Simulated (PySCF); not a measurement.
Level of theory: PySCF with TPSSh-D3(BJ)/def2-TZVP // B3LYP-D3(BJ)/def2-TZVP. Isolated molecules, 0 K electronic values unless said otherwise. One relaxed conformer stands for a flexible species; it need not be the lowest. Excitations are Tamm–Dancoff values on a coarser integration grid. The basis has no diffuse functions, so Rydberg states are missing or too high.

Reference species (SMILES): `[SiH2]=CO[SiH3]` (Si–C–O–Si torsion 0°) (neutral, multiplicity 1).

```
Quantity                Value
-------------------  --------
HOMO–LUMO gap         4.03 eV
LUMO                 -1.36 eV
T1 excitation (TDA)   2.36 eV
```

Changed species: `[SiH3][C@@H]1O[SiH2]1`.

**Question.** Predict the effect on the HOMO–LUMO gap, LUMO and T1 excitation (TDA).

**Answer.** the HOMO–LUMO gap rises by 1.96 eV, to 5.99 eV; the LUMO rises by 0.32 eV, to -1.04 eV; the T1 excitation (TDA) increases by 2.45 eV, to 4.81 eV.
